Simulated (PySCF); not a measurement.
Ranking problems on computed properties.

Each SMILES stands for a single optimised conformer of the isolated species, non-relativistic unless stated. Electronic properties by PySCF.

The conformers computed, where there is a choice (atom-mapped SMILES and torsion angles):
- `[CH2:1]=[CH:2]/[N:3]=[CH:4]\[C:5]([F:6])([F:7])[F:8]`: C1–C2–N3–C4 165°, N3–C4–C5–F6 -56°
- `[N:1]#[C:2][C@@H:3]([CH:4]=[O:5])[SiH:6]([SiH3:7])[SiH3:8]`: C2–C3–C4–O5 -175°, C2–C3–Si6–Si7 52°
- `[CH3:1][S:2]/[CH:3]=[CH:4]/[O:5][CH2:6][C:7]#[N:8]`: C1–S2–C3–C4 -150°, C3–C4–O5–C6 0°, C4–O5–C6–C7 176°
- `[CH:1]#[C:2][CH2:3][NH:4][SiH2:5][CH:6]([F:7])[F:8]`: C2–C3–N4–Si5 85°, C3–N4–Si5–C6 176°, N4–Si5–C6–F7 138°
- `[CH2:1]=[CH:2][O:3][SiH2:4][S:5][CH2:6][SiH3:7]`: C1–C2–O3–Si4 0°, C2–O3–Si4–S5 60°, O3–Si4–S5–C6 171°, Si4–S5–C6–Si7 90°
- `[F:1][Si:2]([F:3])([F:4])[Si@@H:5]([PH2:6])[CH2:7][SiH3:8]`: F1–Si2–Si5–P6 -70°, Si2–Si5–C7–Si8 64°, H–P6–Si5–Si2 -48°, H–P6–Si5–Si2 44°
- `[CH3:1]/[CH:2]=[CH:3]/[S:4][SiH2:5][O:6][SiH3:7]`: C2–C3–S4–Si5 -2°, C3–S4–Si5–O6 -58°, S4–Si5–O6–Si7 0°
- `[CH3:1][C@H:2]([C:3]#[N:4])[C:5]([F:6])([F:7])[F:8]`: C1–C2–C5–F6 59°
- `[SiH3:1][S:2][SiH2:3][C@@H:4]1[CH2:5][CH2:6][O:7]1`: Si1–S2–Si3–C4 -41°, S2–Si3–C4–C5 145°
- `[CH3:1][S:2][c:3]1[o:4][c:5]([CH:6]=[O:7])[cH:8][p:9]1`: C1–S2–C3–O4 180°, O4–C5–C6–O7 180°

Problem. Rank by dipole moment, highest first (PBE0/def2-SVPD at GFN2-xTB geometries).
A. `CS/C=C/OCC#N`
B. `N#C[C@H]([SiH]([SiH3])[SiH3])C=O`
C. `N1=C[C@]2(C1)CC[S@]2=O`
D. `C#CCN[SiH2]C(F)F`
E. `C=C/N=C\C(F)(F)F`

Solution. C (4.60 D), A (4.40 D), D (2.97 D), B (2.05 D), E (1.24 D).

Problem. Give the two extremes of that set in atomic units.

Solution. `C=C/N=C\C(F)(F)F`: 0.49 au; `O=[S@@]1CC[C@@]12C=NC2`: 1.81 au.

Problem. Rank by HOMO–LUMO gap, lowest first (PBE0/def2-SVPD at GFN2-xTB geometries).
A. `CS/C=C/OCC#N`
B. `C=C/N=C\C(F)(F)F`
C. `N#C[C@@H](C=O)[SiH]([SiH3])[SiH3]`
D. `O=[S@@]1CC[C@@]12C=NC2`
E. `C#CCN[SiH2]C(F)F`

Solution. B (5.57 eV), D (5.86 eV), A (6.03 eV), C (6.24 eV), E (7.41 eV).

Problem. Rank by HOMO energy, highest first (PBE0/def2-SVPD at GFN2-xTB geometries).
A. `C=C/N=C\C(F)(F)F`
B. `N#C[C@@H](C=O)[SiH]([SiH3])[SiH3]`
C. `CS/C=C/OCC#N`
D. `N1=C[C@]2([S@](=O)CC2)C1`

Solution. C (-6.24 eV), D (-6.93 eV), A (-7.73 eV), B (-8.18 eV).

Problem. Rank by smallest rotational constant, lowest first (GFN2-xTB).
A. `C1[S@]([C@@]2(C1)C=NC2)=O`
B. `C[C@H](C#N)C(F)(F)F`
C. `O([SiH2]SC[SiH3])C=C`
D. `o1c(SC)pcc1C=O`
E. `[SiH3]S[SiH2][C@@H]1CCO1`
F. `C/C=C/S[SiH2]O[SiH3]`
G. `F[Si](F)(F)[Si@@H](P)C[SiH3]`
H. `FC(F)(/C=N\C=C)F`

Solution. G (0.481 GHz), D (0.563 GHz), C (0.635 GHz), F (0.724 GHz), E (0.824 GHz), H (1.173 GHz), A (1.328 GHz), B (1.415 GHz).

Problem. Rank by static isotropic polarisability, lowest first (PBE0/def2-SVPD at GFN2-xTB geometries).
A. `N#C[C@@H](C=O)[SiH]([SiH3])[SiH3]`
B. `C#CCN[SiH2]C(F)F`
C. `CS/C=C/OCC#N`
D. `O=[S@@]1CC[C@@]12C=NC2`

Solution. B (81.1 au), D (83.3 au), C (93.2 au), A (129.7 au).

Problem. By how much do the two ends of that ranking differ?

Solution. By 48.6 au, between `N#C[C@@H](C=O)[SiH]([SiH3])[SiH3]` and `C#CCN[SiH2]C(F)F`.

Problem. Rank by electronic spatial extent ⟨r²⟩ about the centre of nuclear charge, lowest first (PBE0/def2-SVPD at GFN2-xTB geometries).
A. `C#CCN[SiH2]C(F)F`
B. `CS/C=C/OCC#N`
C. `N#C[C@@H](C=O)[SiH]([SiH3])[SiH3]`
D. `O=[S@@]1CC[C@@]12C=NC2`
E. `C=C/N=C\C(F)(F)F`

Solution. D (970 bohr²), E (996 bohr²), A (1672 bohr²), C (1866 bohr²), B (1961 bohr²).

Problem. Give the two extremes of that set in Å².

Solution. `O=[S@@]1CC[C@@]12C=NC2`: 272 Å²; `CS/C=C/OCC#N`: 549 Å².
